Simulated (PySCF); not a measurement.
H7B3N3, charge +1, singlet, at a GFN2-xTB geometry; DF-HF/6-311++G** (PySCF).

The PySCF input:
```python
from pyscf import gto, scf

mol = gto.Mole()
mol.atom = '''
    B     0.86251219   -1.19327684    0.20470020
    N     1.39506126    0.13710217    0.26582380
    B     0.66986180    1.29721651    0.08876115
    N    -0.82466883    1.14092094   -0.19571883
    B    -1.41304089   -0.26903579   -0.26514000
    N    -0.54097915   -1.31871608   -0.06312431
    H     1.53770716   -2.12740221    0.36494437
    H     2.38574493    0.21228932    0.45529505
    H     1.11296446    2.37378670    0.14057704
    H    -1.03809559    1.62294398   -1.07286357
    H    -1.34412975    1.67284054    0.50748952
    H    -2.55236918   -0.38238491   -0.48219127
    H    -0.90438046   -2.26174200   -0.10372250
'''
mol.basis = '6-311++g**'
mol.charge = 1
mol.verbose = 4
mol.build()

mf = scf.RHF(mol)
mf = mf.density_fit(auxbasis='def2-universal-jkfit')
mf.kernel()
```

Output, abridged:

```
PySCF version 2.14.0

[INPUT] verbose = 4
[INPUT] num. atoms = 13
[INPUT] num. electrons = 42
[INPUT] charge = 1
[INPUT] spin (= nelec alpha-beta = 2S) = 0
[INPUT] symmetry False subgroup None
[INPUT] Mole.unit = angstrom
[INPUT] Symbol           X                Y                Z      unit          X                Y                Z       unit  Magmom
[INPUT]  1 B      0.862512190000  -1.193276840000   0.204700200000 AA    1.629911818199  -2.254966418386   0.386827315644 Bohr   0.0
[INPUT]  2 N      1.395061260000   0.137102170000   0.265823800000 AA    2.636283708391   0.259085552384   0.502334179391 Bohr   0.0
[INPUT]  3 B      0.669861800000   1.297216510000   0.088761150000 AA    1.265855343308   2.451383928164   0.167734264001 Bohr   0.0
[INPUT]  4 N     -0.824668830000   1.140920940000  -0.195718830000 AA   -1.558398232166   2.156028106381  -0.369854986120 Bohr   0.0
[INPUT]  5 B     -1.413040890000  -0.269035790000  -0.265140000000 AA   -2.670260284912  -0.508403960806  -0.501041984667 Bohr   0.0
[INPUT]  6 N     -0.540979150000  -1.318716080000  -0.063124310000 AA   -1.022302432600  -2.492012227260  -0.119287657702 Bohr   0.0
[INPUT]  7 H      1.537707160000  -2.127402210000   0.364944370000 AA    2.905845392183  -4.020207533694   0.689644910002 Bohr   0.0
[INPUT]  8 H      2.385744930000   0.212289320000   0.455295050000 AA    4.508404520770   0.401168673970   0.860382950370 Bohr   0.0
[INPUT]  9 H      1.112964460000   2.373786700000   0.140577040000 AA    2.103198015774   4.485806741135   0.265652105002 Bohr   0.0
[INPUT] 10 H     -1.038095590000   1.622943980000  -1.072863570000 AA   -1.961716356219   3.066919637712  -2.027418316323 Bohr   0.0
[INPUT] 11 H     -1.344129750000   1.672840540000   0.507489520000 AA   -2.540037103380   3.161210470670   0.959016203887 Bohr   0.0
[INPUT] 12 H     -2.552369180000  -0.382384910000  -0.482191270000 AA   -4.823278718981  -0.722602754066  -0.911209439956 Bohr   0.0
[INPUT] 13 H     -0.904380460000  -2.261742000000  -0.103722500000 AA   -1.709031381808  -4.274072944426  -0.196007117955 Bohr   0.0

nuclear repulsion = 206.997564516937
number of shells = 95
number of NR pGTOs = 273
number of NR cGTOs = 181
basis = 6-311++g**
ecp = {}

******** <class 'pyscf.df.df_jk.DFRHF'> ********
method = DFRHF
initial guess = minao
damping factor = 0
level_shift factor = 0
DIIS = <class 'pyscf.scf.diis.CDIIS'>
diis_start_cycle = 1
diis_space = 8
diis_damp = 0
SCF conv_tol = 1e-09
SCF conv_tol_grad = None
SCF max_cycles = 50
direct_scf = False
Set gradient conv threshold to 3.16228e-05
Initial guess from minao.
******** <class 'pyscf.df.df.DF'> ********
auxbasis = def2-universal-jkfit
init E= -243.215562444758
  HOMO = -0.342348973537983  LUMO = 0.027163894019596  gap/eV = 10.05496
cycle= 1 E= -241.441278551458  delta_E= 1.77  |g|= 0.514  |ddm|= 3.02
  HOMO = -0.621396603939205  LUMO = -0.119598510558949  gap/eV = 13.65462
cycle= 2 E= -241.533623896894  delta_E= -0.0923  |g|= 0.186  |ddm|= 0.762
  HOMO = -0.623636422290058  LUMO = -0.0994910763790453  gap/eV = 14.26272
cycle= 3 E= -241.541993775063  delta_E= -0.00837  |g|= 0.0766  |ddm|= 0.225
  HOMO = -0.611538587852724  LUMO = -0.0989230506869176  gap/eV = 13.94898
cycle= 4 E= -241.543522754814  delta_E= -0.00153  |g|= 0.00869  |ddm|= 0.0865
  HOMO = -0.613611572274287  LUMO = -0.0995622976161274  gap/eV = 13.98799
cycle= 5 E= -241.543558544639  delta_E= -3.58e-05  |g|= 0.00258  |ddm|= 0.0196
  HOMO = -0.61292663388131  LUMO = -0.0994585600025149  gap/eV = 13.97218
cycle= 6 E= -241.543561251903  delta_E= -2.71e-06  |g|= 0.000984  |ddm|= 0.00456
  HOMO = -0.613093508674385  LUMO = -0.0994478326836477  gap/eV = 13.97701
cycle= 7 E= -241.543561631778  delta_E= -3.8e-07  |g|= 0.000214  |ddm|= 0.00215
  HOMO = -0.613075026100768  LUMO = -0.0994409521561713  gap/eV = 13.97670
cycle= 8 E= -241.543561665608  delta_E= -3.38e-08  |g|= 8.91e-05  |ddm|= 0.000545
  HOMO = -0.613075658695292  LUMO = -0.0994372103492873  gap/eV = 13.97681
cycle= 9 E= -241.543561670048  delta_E= -4.44e-09  |g|= 1.86e-05  |ddm|= 0.000215
  HOMO = -0.613075647405617  LUMO = -0.0994365188036249  gap/eV = 13.97683
cycle= 10 E= -241.543561670346  delta_E= -2.98e-10  |g|= 4.4e-06  |ddm|= 6.64e-05
  HOMO = -0.61307581060762  LUMO = -0.0994366042909014  gap/eV = 13.97683
Extra cycle  E= -241.543561670356  delta_E= -1e-11  |g|= 1.75e-06  |ddm|= 9.71e-06
converged SCF energy = -241.543561670356
```
